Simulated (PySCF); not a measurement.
## How methods differ on the excitation energy of Ca

Ca [Ar] 4s2 (1S) → Ca [Ar] 4s1 4p1 (3P), as a difference of total energies. Computed with PySCF 2.14 in aug-cc-pVTZ-X2C, with the spin-free X2C one-electron Hamiltonian (Gaussian nucleus). Correlated levels: valence: [Ar] frozen. The calculations carry no spin-orbit coupling.

```json
{"method": "UHF", "excitation energy (eV)": "1.030"}
{"method": "MP2 (valence)", "excitation energy (eV)": "1.531"}
{"method": "SCS-MP2 (valence)", "excitation energy (eV)": "1.672"}
{"method": "CCSD (valence)", "excitation energy (eV)": "1.701"}
```

Task: How much does correlation contribute at MP2 (valence)?

Result: 1.531 − (1.030) = 0.501 eV, measured against UHF.

Errors of the correlated levels include the incompleteness of this basis and the frozen core.

With two correlated electrons CCSD is exact in that space.

For comparison: 1.892 eV (measured; NIST levels, between the centres of gravity of the two terms).
